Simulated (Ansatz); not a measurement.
C3H7InO (SMILES C=[CH][In]([CH3])[OH]), singlet, geometry from GFN2-xTB (such geometries of metal compounds can be far from the true shape) (core potentials on In); B3LYP/def2-SVPD run with Ansatz (a program for electronic structure).

Input for Ansatz:
Ansatz 0.2 input:
```yaml
crystal:
  periodic: [false, false, false]
  atoms:
    - {symbol: In, position_ang: [0.16031219, 0.01237711, 0.20286334]}
    - {symbol: C, position_ang: [1.75212666, -0.14461263, 1.75531925]}
    - {symbol: H, position_ang: [1.87846004, -1.17533587, 2.07741051]}
    - {symbol: H, position_ang: [1.39050123, 0.46902157, 2.57592946]}
    - {symbol: H, position_ang: [2.69581947, 0.24264637, 1.37898190]}
    - {symbol: C, position_ang: [-0.23270216, -0.82068495, -1.83921095]}
    - {symbol: C, position_ang: [-1.33304992, -0.54143501, -2.51113139]}
    - {symbol: H, position_ang: [0.52165223, -1.47125158, -2.26320591]}
    - {symbol: H, position_ang: [-1.53119570, -0.94075593, -3.50048851]}
    - {symbol: H, position_ang: [-2.10236794, 0.10717773, -2.10732200]}
    - {symbol: O, position_ang: [-1.22803504, 1.22115559, 0.88717105]}
    - {symbol: H, position_ang: [-2.00213408, 1.43317039, 0.37116107]}
basis:
  gaussian:
    orbitals: def2-SVPD
hamiltonian:
  xc: b3lyp
```

Question: Predict the main parts of the log of this Ansatz run.

Answer: 
```
Functional definition: B3LYP
1529 factors; their error is unknown
mean field evaluation 1: about -10426.1832 eV, gradient 8.8e1 eV
mean field evaluation 2: about -10371.0625 eV, gradient 1.7e2 eV
mean field evaluation 4: about -10443.4227 eV, gradient 8.9e0 eV
mean field evaluation 8: about -10443.6249 eV, gradient 9.7e-2 eV
mean field evaluation 16: about -10443.6549 eV, gradient 5.2e-5 eV
mean field -10443.65492013 eV, -383.7972393513 hartree, gradient 5.2e-5 eV, S^2 0.000000; 0 other end points of the search recorded, 0 dependent functions left out
reference -10443.65524857 eV, -383.7972514212 hartree; 27, 27 occupied and 144, 144 virtual orbitals, 1529 factors
Total energy: -10443.65524857 eV, -383.7972514212 hartree
```
